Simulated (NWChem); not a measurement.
# SiAsH5O; SMILES O[SiH2][AsH2]

```xyz
8

Si    -0.5184     1.1935     0.0069
O      0.7845     2.2317     0.0774
As     0.0207    -1.1167     0.0145
H     -1.3299     1.4873     1.2192
H     -1.3471     1.4233    -1.2199
H      1.4462     2.1403    -0.6146
H      1.1320    -0.9117     1.0388
H      0.9811    -0.9512    -1.1614
```
Atoms are numbered in this order, from 1.

All runs: NWChem. All runs use the structure optimised with PBE0/def2-SVP. B3LYP is NWChem's, with the RPA form of VWN correlation. Static field.

Among these, which level gives the lowest value of “anisotropy (bohr³)”?
(A) PBE/def2-SVPD
(B) B3LYP/def2-SVPD
(C) Hartree-Fock/def2-SVPD

C, Hartree-Fock/def2-SVPD. Values: Hartree-Fock/def2-SVPD 17.3; B3LYP/def2-SVPD 21.0; PBE/def2-SVPD 22.5
